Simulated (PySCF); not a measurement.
**Diatomics of Bi with the fifth-period p block**

PBE with double-zeta basis sets in PySCF, for the lowest determinant that a PBE0 search found; no spin–orbit coupling. De refers to high-spin ground-configuration atoms. A positive dipole means M(−)Bi(+).

```tsv
M	basis	state (unpaired electrons)	Re (Å)	ωe (cm⁻¹)	De (eV)	μ (D)
In	def2-SVP	triplet (π ↑↑)	3.056	121	1.73	-1.44
Sn	def2-SVP	doublet (π ↑)	2.745	188	2.49	-0.57
Te	def2-SVP	doublet (π ↑)	2.660	214	2.88	1.81
```

The shortest bond is that of BiTe (2.660 Å), the longest that of InBi (3.056 Å). BiTe is bound most strongly (2.88 eV) and InBi least (1.73 eV).

The state changes along the series, so neighbouring rows are not always alike in their bonding.

These are scalar-relativistic numbers at best; spin–orbit coupling would shift them, the dissociation energy most. Counting both spins, an empty level lies below a filled one in some of these solutions, because spin and occupation are held. States were picked by a PBE0 search and need not be the measured ground states.
